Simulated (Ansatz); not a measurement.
Start from `[NH2][Ga]([SH])[SH]` and change one element to get `[NH2][Al]([SH])[SH]`.

Ansatz, PBE0-D4/def2-TZVP geometries, multiplicity 1. Each molecule was computed in one conformer, which needn't be the lowest.

Scalar relativity is left out up to krypton.

| property | `[NH2][Ga]([SH])[SH]` |
| --- | --- |
| HOMO energy (PBE/def2-TZVPP) / eV | -6.00 |
| HOMO–LUMO gap (PBE0/def2-TZVPP) / eV | 6.92 |
| LUMO energy (ωB97M-V/def2-TZVPP) / eV | 1.32 |
| HOMO energy (PBE0/def2-TZVPP) / eV | -7.35 |
| HOMO–LUMO gap (ωB97M-V/def2-TZVPP) / eV | 10.97 |
| LUMO energy (PBE0/def2-TZVPP) / eV | -0.43 |

(1) Give the same properties after the change, and the shifts. (Best estimate.)

Results:

(1) Ansatz gave: 
| property | `[NH2][Al]([SH])[SH]` | shift |
| --- | --- | --- |
| HOMO energy (PBE/def2-TZVPP) / eV | -6.12 | -0.12 |
| HOMO–LUMO gap (PBE0/def2-TZVPP) / eV | 7.20 | 0.28 |
| LUMO energy (ωB97M-V/def2-TZVPP) / eV | 1.29 | -0.03 |
| HOMO energy (PBE0/def2-TZVPP) / eV | -7.46 | -0.11 |
| HOMO–LUMO gap (ωB97M-V/def2-TZVPP) / eV | 10.93 | -0.04 |
| LUMO energy (PBE0/def2-TZVPP) / eV | -0.26 | 0.17 |

With PBE0 the HOMO falls by 0.11 eV and the LUMO rises by 0.17 eV, so the gap widens by about 0.28 eV. PBE moves the HOMO by -0.12 eV and ωB97M-V by 0.01 eV.
